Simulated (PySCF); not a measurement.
# A single-point calculation

[OsH4(NO)]− (singlet). PySCF 2.14.0, RKS PBE0, Os def2-SVP with ECP60, H def2-SVP, N def2-SVP, O def2-SVP; non-relativistic Hamiltonian with scalar-relativistic core potentials where named; density fitting; no spin-orbit coupling. Purpose: singlet excitations, Tamm-Dancoff PBE0.

```python
mol = gto.M(atom='''
Os     0.00000     0.20769    -0.05268
H      0.00000     0.13472     1.53873
H      1.65141     0.63597    -0.04580
H      0.00000     1.85752    -0.54072
H     -1.65141     0.63597    -0.04580
N      0.00000    -1.56866    -0.21444
O      0.00000    -2.68489    -0.66973''',
    basis={'Os': 'def2-SVP', 'H': 'def2-SVP', 'N': 'def2-SVP', 'O': 'def2-SVP'},
    ecp={'Os': 'def2-SVP'},
    charge=-1, spin=0)
mf = dft.RKS(mol, xc='PBE0')
mf.grids.atom_grid = (50, 194)
mf = mf.density_fit()  # fitting sets: Os def2-universal-JKFIT, H def2-universal-JKFIT, N def2-universal-JKFIT, O def2-universal-JKFIT
mf.conv_tol = 1e-08; mf.max_cycle = 55
mf.kernel(dm0)  # dm0: converged density of the relaxed state
td = mf.TDA(); td.nstates = 8; td.kernel()
```

Run from Python with OMP_NUM_THREADS=2; the lines above give its settings. Where DIIS fails, smearing, a level shift and second-order steps follow.
It took 12 s on 2 threads of Arm Neoverse V1, with other jobs on the host, from an already converged density.

**Question.** Where do the frontier levels lie, over both spins?

**Answer.** HOMO -1.32 eV, LUMO 2.75 eV. 

**Question.** What are the Mulliken charges and spins?

**Answer.** 
```csv
atom,charge (e),spin (e)
Os1,-0.176,0.000
H2,-0.033,0.000
H3,-0.153,0.000
H4,-0.105,0.000
H5,-0.153,0.000
N6,-0.059,0.000
O7,-0.323,0.000
```

**Question.** Which singlet excitations follow (Tamm-Dancoff, 8 states)?

**Answer.** 
```csv
state,eV,oscillator strength
1,2.30,0.0052
2,2.59,0.0039
3,3.51,0.0193
4,3.53,0.0003
5,3.68,0.0056
6,3.77,0.0032
7,4.20,0.0007
8,4.27,0.0006
```
For an anion in a basis without diffuse functions, states above the detachment energy aren't bound: they are resonances at best, or continuum confined by the basis.
Functionals without range separation put charge-transfer states too low; the basis has no diffuse functions.

The geometry was relaxed with TPSS (Os def2-SVP with ECP60, H def2-SVP, N def2-SVP, O def2-SVP).
